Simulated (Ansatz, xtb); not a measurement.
Two isomers of C4H2F3NO

We compare a, `N#C[C@@H]1O[C@H]1C(F)(F)F`, a singlet, with b, `N#C[C@@]1(C(F)(F)F)CO1`, a singlet. Both are isolated molecules in the gas phase, relaxed with r2SCAN-D4/def2-SVP.

Question: Estimate E(b) − E(a) at the level CCSD(T)/def2-SVP + ΔMP2/def2-TZVPP.

Answer: Not settled: CCSD(T)/def2-SVP + ΔMP2/def2-TZVPP gives E(b) − E(a) = +1.74 kcal/mol, but this leans on the basis-set step: CCSD(T) alone gives +0.87 kcal/mol.

The same difference at several levels:

```csv
level,geometry,E(b) − E(a) (kcal/mol),departure from the last row (kcal/mol),"job, with rough time for the two"
GFN2-xTB,GFN2-xTB,+1.60,−0.14,"optimisation, 0.12 s"
HF/STO-3G,GFN2-xTB,+0.96,−0.79,"single point, 0.52 s"
r2SCAN-D4/def2-SVP//GFN2-xTB,GFN2-xTB,+1.43,−0.31,"single point, 5.4 s"
r2SCAN-D4/def2-SVP,r2SCAN-D4/def2-SVP,+1.32,−0.43,"optimisation, 61 s"
HF/def2-SVP,r2SCAN-D4/def2-SVP,+2.61,+0.86,part of the CCSD(T) run
MP2/def2-SVP,r2SCAN-D4/def2-SVP,+0.67,−1.08,part of the CCSD(T) run
CCSD(T)/def2-SVP,r2SCAN-D4/def2-SVP,+0.87,−0.88,single point
CCSD(T)/def2-SVP + ΔMP2/def2-TZVPP,r2SCAN-D4/def2-SVP,+1.74,,"single point, 2.3 min"
```

As drawn, both hold the same kinds of bond in the same numbers.

The largest departure from CCSD(T)/def2-SVP + ΔMP2/def2-TZVPP is that of MP2/def2-SVP, 1.08 kcal/mol. The last row adds to CCSD(T) the change of the MP2 difference between the two basis sets, here +0.88 kcal/mol.

With thermal terms from frequencies at re-optimised GFN2-xTB minima (ideal gas, soft modes damped towards free rotors, one conformer each, 298.15 K, 1 atm): on the last row, ΔE + ΔZPE = +1.73, ΔH = +1.75, ΔG = +1.97 kcal/mol.

The correlated steps freeze 9 core orbitals. Run with Ansatz 0.2.0, xtb 6.7.1; the last row on 2 threads of Arm Neoverse V2 on a shared host.
